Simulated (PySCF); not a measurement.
Match the calculated data to a structure.

All candidates are C8H9N.

- Rotational structure: rotational constants A, B, C: 3.659, 1.273, 0.951 GHz [PBE0-D3(BJ)/def2-SVP]
- Triplet: lowest triplet excitation (Tamm–Dancoff): 3.17 eV [TDA PBE0/def2-SVPD]
- Dipole: 1.71 D [PBE0/def2-SVPD]
- NMR, other nuclei: isotropic shieldings of nuclei other than C and H, by class: -88 (1 N) ppm [GIAO PBE0/pcSseg-1]
- Valence photoelectron: vertical ionisation energy: 8.45 eV [ΔSCF PBE0/def2-SVPD]
- 13C NMR: chemical shifts (computed TMS as zero) by class: 161.1 (1 C), 154.6 (1 C), 153.5 (1 C), 140.6 (1 C), 126.6 (1 C), 122.5 (1 C), 119.7 (1 C), 23.7 (1 C) ppm [GIAO PBE0/pcSseg-1]
- 1H NMR: chemical shifts (computed TMS as zero) by class: 8.71 (1 H), 7.90 (1 H), 7.66 (1 H), 7.05 (1 H), 6.19 (1 H), 5.72 (1 H), 2.29 (3 H) ppm [GIAO PBE0/pcSseg-1]

Electronic properties: PySCF, gas phase, density fitting. Levels stand in brackets. The structure is a single PBE0-D3(BJ)/def2-SVP conformer in the gas phase; no vibrational or solvent corrections. Each NMR value is the plain mean over a class of atoms that symmetry, rotation or inversion makes alike.

Question: Which candidate is it?
A. `c1ccc(N2CC2)cc1`
B. `C=C(C)c1ccccn1`
C. `C[C@@H]1C(C#N)=C1C1CC1`

Answer: B. It is `C=C(C)c1ccccn1`. Numbering: `[CH2:1]=[C:2]([CH3:3])[c:4]1[cH:5][cH:6][cH:7][cH:8][n:9]1`. Its formula, C8H9N, gives 5 degrees of unsaturation: 1 ring and 4 π bonds in the structure found (Kekulé form). 8 carbons fall into 8 classes; from least to most shielded: substituted aromatic carbon [C4] (161.1 ppm), aromatic CH next to a ring nitrogen [C8] (154.6 ppm), fully substituted alkene carbon [C2] (153.5 ppm), aromatic CH carbon [C6] (140.6 ppm), aromatic CH carbon [C7] (126.6 ppm), aromatic CH carbon [C5] (122.5 ppm), terminal =CH2 carbon [C1] (119.7 ppm), allylic carbon [C3] (23.7 ppm). Hydrogen classes from least to most shielded: 1 H on an aromatic CH next to a ring nitrogen, C8 (8.71 ppm), 1 H on an aromatic CH carbon, C5 (7.90 ppm), 1 H on an aromatic CH carbon, C6 (7.66 ppm), 1 H on an aromatic CH carbon, C7 (7.05 ppm), 1 H on a terminal =CH2 carbon, C1 (6.19 ppm), 1 H on a terminal =CH2 carbon, C1 (5.72 ppm), 3 H on an allylic carbon, C3 (2.29 ppm, a mean of values up to 0.9 ppm apart in this geometry). The other shieldings belong to: -88 ppm, pyridine-type nitrogen [N9]. The first electron is taken from the HOMO, whose largest Löwdin shares are 0.26 on the terminal =CH2 carbon, 0.18 on the fully substituted alkene carbon, 0.12 on an aromatic CH carbon and 0.10 on an aromatic CH carbon. By its constants the optimised geometry is an asymmetric top.

The others, at the same levels:
- `C[C@@H]1C(C#N)=C1C1CC1` fails: its computed 13C shifts are 159.7 (1 C), 115.9 (1 C), 91.1 (1 C), 25.4 (1 C), 22.9 (1 C), 17.0 (1 C), 16.4 (1 C), 11.8 (1 C) ppm, 1H shifts are 2.06 (1 H), 1.87 (1 H), 1.29 (1 H), 1.28 (1 H), 1.18 (3 H), 1.13 (1 H), 1.13 (1 H) ppm and rotational constant A is 1.953 GHz (against 3.659 GHz).
- `c1ccc(N2CC2)cc1` fails: it has 5 carbon classes against 8; its computed 13C shifts are 159.4 (1 C), 134.6 (2 C), 125.7 (1 C), 123.9 (2 C), 27.0 (2 C) ppm, 1H shifts are 7.31 (2 H), 6.96 (1 H), 6.92 (2 H), 1.83 (4 H) ppm and rotational constant A is 4.262 GHz (against 3.659 GHz).

Each candidate is one conformer, not necessarily the lowest. The conformers computed, where there is a choice (atom-mapped SMILES and torsion angles):
- `[CH2:1]=[C:2]([CH3:3])[c:4]1[cH:5][cH:6][cH:7][cH:8][n:9]1`: C1–C2–C4–C5 5°
- `[CH3:1][C@@H:2]1[C:3]([C:4]#[N:5])=[C:6]1[CH:7]1[CH2:8][CH2:9]1`: C3–C6–C7–C8 34°
- `[cH:1]1[cH:2][cH:3][c:4]([N:5]2[CH2:6][CH2:7]2)[cH:8][cH:9]1`: C3–C4–N5–C6 -53°
